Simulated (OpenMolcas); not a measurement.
**Computed transition rates of Re⁴⁺**

```
Program             : OpenMolcas 26.06
Method              : RASSCF
Basis               : ANO-RCC-VTZP [8s7p5d3f2g1h]
Scalar Hamiltonian  : DKH2, point nucleus
Active space        : 9 electrons in 8 orbitals (RAS1 5p, at most 2 holes; RAS2 5d)
State averaging     : 2S+1 = 4 even, 10 roots; 2S+1 = 2 even, 40 roots
Spin-orbit coupling : state interaction with AMFI integrals over the reference wave functions, term energies averaged over their components
```

Rates come from the transition moments of the reference wave functions (E1 and E2 in the length form). At fixed line strength A goes as λ^-3 for E1 and M1 and as λ^-5 for E2, so a rate at the computed wavelength can be rescaled to the measured one. Measured vacuum wavelengths follow from level energies in the list in Brasseur, Gamrath and Quinet, At. Data Nucl. Data Tables 157, 101636 (2024). Branching counts decays inside the model space alone, at computed energies, and the table is only a selection of the E2 and M1 lines, drawn from those between levels with measured partners whose computed energy lies within a factor of 1.5 of the measured one.

```tsv
Upper	Lower	Type	λ computed (nm)	λ measured (nm)	A computed (s-1)	A rescaled (s-1)	Branching %
5d3 2D 5/2(2)	5d3 4P 5/2	M1	280.1	317	2.62e+01		23.8
5d3 2D 5/2(1)	5d3 4F 7/2	M1	436.6	505.9	2.03e+01		66.2
5d3 2P 1/2 [75 %]	5d3 4P 1/2 [75 %]	M1	923.1	1070	1.94e+01		92.6
5d3 2D 5/2(2)	5d3 2F 5/2	M1	539.9	546.3	1.83e+01		16.6
5d3 2G 7/2	5d3 4F 5/2	M1	592.8	706.2	1.56e+01		69.9
5d3 2P 3/2 [59 %]	5d3 4P 5/2	M1	724.6	844.3	1.20e+01		26.0
5d3 2P 3/2 [59 %]	5d3 4F 5/2	M1	313.6	358.3	1.01e+01		22.0
5d3 2D 5/2(2)	5d3 2F 7/2	M1	548.6	560.5	9.88e+00		9.0
5d3 2F 7/2	5d3 4F 9/2 [74 %]	M1	362.9	440.3	7.99e+00		43.2
5d3 2G 7/2	5d3 4F 7/2	M1	806.5	996	6.62e+00		29.7
5d3 2P 3/2 [59 %]	5d3 2P 1/2 [75 %]	M1	1069	1099	6.11e+00	5.62e+00	13.3
5d3 2F 7/2	5d3 2G 7/2	M1	535	640.5	5.52e+00		29.8
5d3 2F 5/2	5d3 4F 3/2	M1	248.8	292.7	5.40e+00		31.9
5d3 4F 5/2	5d3 4F 3/2	M1	2030	2061	4.66e+00	4.45e+00	100.0
5d3 2F 5/2	5d3 4P 5/2	M1	582.1	755.3	3.92e+00		23.1
5d3 2D 5/2(1)	5d3 4F 5/2	M1	365.3	418.7	3.69e+00		12.0
5d3 4F 7/2	5d3 4F 5/2	M1	2236	2427	3.44e+00	2.69e+00	100.0
5d3 2H 11/2	5d3 4F 9/2 [74 %]	M1	549	659.5	3.10e+00		44.4
5d3 2F 5/2	5d3 2G 7/2	M1	543.5	660.1	2.95e+00		17.4
5d3 2F 7/2	5d3 4F 5/2	M1	281.2	335.9	2.52e+00		13.6
5d3 4P 1/2 [75 %]	5d3 4F 3/2	M1	601.2	698.1	1.51e+00		74.8
5d3 4F 9/2 [74 %]	5d3 4F 7/2	M1	2827	3400	9.87e-01	5.67e-01	100.0
5d3 4P 5/2	5d3 4F 5/2	M1	552.8	622.3	9.23e-01		11.9
5d3 4P 5/2	5d3 4F 7/2	M1	734.3	836.9	8.72e-01		11.3
5d3 4P 1/2 [75 %]	5d3 4F 3/2	E2	601.2	698.1	2.63e-01	1.25e-01	13.0
```

Spin-changing lines and M1 lines between different terms are not rescaled, since their strength hangs on the term gaps too.

The largest correction is for 5d3 4P 1/2 [75 %] → 5d3 4F 3/2 (E2): 2.63e-01 × (601.2 / 698.1)^5 = 1.25e-01 s-1, a factor of 0.47.

The computed rate and branching of 5d3 4F 5/2 → 5d3 4F 3/2 give the upper level a radiative lifetime of 1.000 / 4.66e+00 s-1 = 2.15e-01 s, counting decays inside the model space alone. The rescaled rate gives about 2.2e-01 s.

These are rates of the free ion; in crystals, glasses and complexes forced electric-dipole and non-radiative decay shorten such lifetimes by orders of magnitude. No measured rate stands beside these. Rescaling mends the energy factor alone: line strengths can still be far off where a level mixes with configurations outside the active space, and weak or spin-changing lines hang on small mixing coefficients that depend on the term gaps too, so rescaling need not improve them.

Without dynamic correlation excited terms often stand tens of per cent too high (terms of higher spin than the ground term too low), and those without a measured partner can miss by more than the paired ones. Active for correlation alone: 5p; no level in the range computed is led by a configuration that opens it, so any true level of that kind is missing. Computed and measured levels are paired by configuration, term and J; levels that our copy of the source lacks, or whose pairing is in doubt (as where it misses far off the trend of its configuration), stay unpaired. Levels of configurations outside the active space are missing.

A share in square brackets marks a mixed level and gives the weight of the term that names it. A number in round brackets counts repeated terms of one configuration in the order of the reference energies.
